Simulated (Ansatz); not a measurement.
Spin states of the cluster KNa2⁺ (the lowest singlet isomer of a short search), each relaxed with PBE/def2-TZVP in Ansatz. Electronic energies in the gas phase.

HSE06 is defined as in plane-wave codes, on full-range PBE exchange. Correlated methods freeze 7 core orbitals; core or outer-core shells of Na, K are correlated, in sets that lack core-valence functions. The structure comes from a short search, and lower isomers may exist.

Singlet geometry (C2v within 0.1 Å):

```xyz
3

Na   -1.195   -1.111   -1.228
Na    1.895   -0.120   -0.754
K    -0.699    1.231    1.982
```

Triplet geometry:

Cartesian coordinates in Å:
```
Na 1.570 -1.176 3.825
Na -1.491 1.220 -3.842
K -0.079 -0.044 0.018
```

Quintet geometry (Cs within 0.1 Å):

```xyz
3

Na    1.1846    0.7606   -2.0574
Na    0.9933   -1.0806    2.0150
K    -2.1778    0.3200    0.0423
```

⟨S²⟩: triplet 2.00 at PBE0/def2-TZVP (pure 2.00), quintet 6.00 at PBE0/def2-TZVP (pure 6.00).

Run but left out: HF/STO-3G (singlet: restricted singlet, unstable in another Hartree–Fock run and untested here); HF/def2-TZVP, HF/def2-TZVPP (singlet: restricted singlet, unstable towards broken spin symmetry); GFN1-xTB, GFN2-xTB (tight binding far off the other levels).

Only these spin states were relaxed. The triplet has other bonds than the singlet, so the gap mixes isomer and spin. The quintet has other bonds than the singlet, so the gap mixes isomer and spin.

```tsv
level	triplet − singlet (kJ/mol)	quintet − singlet (kJ/mol)	lowest of these	remarks
r2SCAN/def2-TZVP	52.0	2005.1	singlet	–
PBE0/def2-TZVP	64.5	2008.8	singlet	–
RPA@PBE/def2-TZVP	60.1	1939.2	singlet	–
MP2/def2-TZVPP	48.0	1997.8	singlet	restricted SCF unstable (singlet)
CCSD/def2-TZVPP	63.0	1988.9	singlet	restricted SCF unstable (singlet)
CCSD(T)/def2-TZVPP	66.9	1991.4	singlet	restricted SCF unstable (singlet)
```

(1) Estimate the rows for PBE/def2-TZVP, r2SCANh/def2-TZVP, HSE06/def2-TZVP, B2PLYP/def2-TZVP, PBE-QIDH/def2-TZVP, MP2/def2-TZVP.

Answers

(1) 
```tsv
level	triplet − singlet (kJ/mol)	quintet − singlet (kJ/mol)	lowest of these	remarks
PBE/def2-TZVP	71.9	2001.1	singlet	–
r2SCANh/def2-TZVP	52.3	2006.1	singlet	–
HSE06/def2-TZVP	64.8	2008.5	singlet	–
B2PLYP/def2-TZVP	67.4	2025.9	singlet	–
PBE-QIDH/def2-TZVP	57.1	2013.9	singlet	–
MP2/def2-TZVP	48.0	1997.8	singlet	restricted SCF unstable (singlet)
```
